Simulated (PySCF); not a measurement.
What PySCF settings do for Cd2

Base input, run as `OMP_NUM_THREADS=1 python input.py` with PySCF 2.14:

```python
from pyscf import gto, dft
from pyscf.geomopt.geometric_solver import optimize

mol = gto.M(
    atom='Cd 0 0 0; Cd 0 0 3.22',
    basis='3-21g',
    charge=0,
    spin=0,
    verbose=4,
)
mf = dft.RKS(mol, xc='scan')
mf.kernel()
g = mf.nuc_grad_method()
g.grid_response = True
mol_eq = optimize(g.as_scanner(), maxsteps=30)
print('optimised geometry (angstrom)')
print(mol_eq.tostring('raw'))
print('orbital energies (hartree):', mf.mo_energy[..., max(0, mol.nelec[1]-3):mol.nelec[0]+3].round(4))
```

Base result: E(SCF) = -10885.293522 Eh, 8 cycles, all at the start geometry; optimised bond 3.206 Å with E = -10885.293525 Eh after 4 steps. No relativity is included for the heavy element. The last line lists the levels of the start geometry. The basis is very small, so the numbers show the basis as much as the system. Stability towards an unrestricted solution was not tested.

Hardware: Intel Xeon 6975P-C, 1 thread, shared host. Wall time 18 s, peak memory 0.45 GiB.

Each row names what differs from the base; energies in brackets are changes from the base.

```tsv
change	result	wall time (s)
step after the SCF: optimize → gradient	E(SCF) = -10885.293522 Eh (+0.0000 eV), 8 cycles, μz(SCF) = 0.00 D, gradient on the second atom 0.0002 Eh/bohr	5.2
functional: scan → hf,lyp	E(SCF) = -10884.515985 Eh, 8 cycles, all at the start geometry; optimised bond 4.163 Å with E = -10884.519075 Eh after 10 steps	35
functional: scan → r2scan	E(SCF) = -10884.403116 Eh, 8 cycles, all at the start geometry; optimised bond 3.232 Å with E = -10884.403118 Eh after 4 steps	18
integration grid: default → 2	E(SCF) = -10885.099675 Eh (+5.2749 eV), 8 cycles, all at the start geometry; optimised bond 3.199 Å with E = -10885.099682 Eh after 5 steps	18
basis set: 3-21g → def2-tzvp; core potential: off → on	E(SCF) = -335.639765 Eh, 10 cycles, all at the start geometry; optimised bond 3.390 Å with E = -335.639985 Eh after 6 steps	27
second-order solver: off → on	E(SCF) = -10885.293522 Eh (+0.0000 eV), 3 cycles, all at the start geometry; optimised bond 3.206 Å with E = -10885.293525 Eh after 4 steps	24
```
